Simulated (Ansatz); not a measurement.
C$_{4}$H$_{12}$O$_{4}$Ti, charge -1, doublet, geometry from GFN2-xTB (such geometries of metal compounds can be far from the true shape) (the multiplicity is a formal guess) (a gas-phase anion, which may not be bound at this level); R2SCAN/STO-3G (Ansatz, an electronic-structure program).

Ansatz was given this input:
Ansatz 0.2 input:
```yaml
crystal:
  periodic: [false, false, false]
  atoms:
    - {symbol: Ti, position_ang: [0.27179802, 0.05562271, 0.12090192]}
    - {symbol: O, position_ang: [-1.53285406, 0.13079086, 0.45075780]}
    - {symbol: C, position_ang: [-1.77051899, 0.62186276, 1.72028876]}
    - {symbol: H, position_ang: [-1.36682975, 1.64587659, 1.84448245]}
    - {symbol: H, position_ang: [-2.86612208, 0.66274965, 1.90844642]}
    - {symbol: H, position_ang: [-1.31666168, -0.02200378, 2.49903315]}
    - {symbol: O, position_ang: [0.89499711, -0.56367486, -1.50491401]}
    - {symbol: C, position_ang: [-0.08054002, -0.94153366, -2.39297733]}
    - {symbol: H, position_ang: [-0.01695421, -0.35071137, -3.33411872]}
    - {symbol: H, position_ang: [0.03295984, -2.01014689, -2.68288216]}
    - {symbol: H, position_ang: [-1.10665287, -0.81078699, -1.98117132]}
    - {symbol: O, position_ang: [0.84319166, -1.17932675, 1.34339721]}
    - {symbol: C, position_ang: [0.35023450, -2.41950524, 0.99691477]}
    - {symbol: H, position_ang: [0.88840337, -2.84587372, 0.12621520]}
    - {symbol: H, position_ang: [0.47941779, -3.12835781, 1.84471930]}
    - {symbol: H, position_ang: [-0.73195948, -2.38941582, 0.74967231]}
    - {symbol: O, position_ang: [0.75297976, 1.81984511, 0.16638831]}
    - {symbol: C, position_ang: [0.20327870, 2.46616615, -0.92044073]}
    - {symbol: H, position_ang: [-0.87059833, 2.21975161, -1.05917070]}
    - {symbol: H, position_ang: [0.27800587, 3.56775384, -0.78313377]}
    - {symbol: H, position_ang: [0.73619421, 2.21445023, -1.85968177]}
basis:
  gaussian:
    orbitals: STO-3G
hamiltonian:
  xc: r2scan
total_charge: -1
magnetization: {spin_polarized: true, initial_magnetization: 1}
accuracy: high
```

It wrote (shortened):

```
Functional definition: r2SCAN
1779 factors; integrals over basis functions are off by at most 4.2e-9 eV
mean field evaluation 1: about -35238.9395 eV, gradient 2.0e1 eV
mean field evaluation 2: about -35237.1127 eV, gradient 2.8e1 eV
mean field evaluation 4: about -35241.2246 eV, gradient 1.1e0 eV
mean field evaluation 8: about -35241.0183 eV, gradient 1.0e-1 eV
mean field evaluation 16: about -35241.0184 eV, gradient 5.7e-5 eV
mean field -35241.01840661 eV, -1295.0835392227 hartree, gradient 2.3e-8 eV, S^2 0.752066; 0 other end points of the search recorded, 0 dependent functions left out
reference -35241.01840829 eV, -1295.0835392843 hartree; 46, 45 occupied and 24, 25 virtual orbitals, 1779 factors
Total energy: -35241.01840829 eV, -1295.0835392843 hartree
```
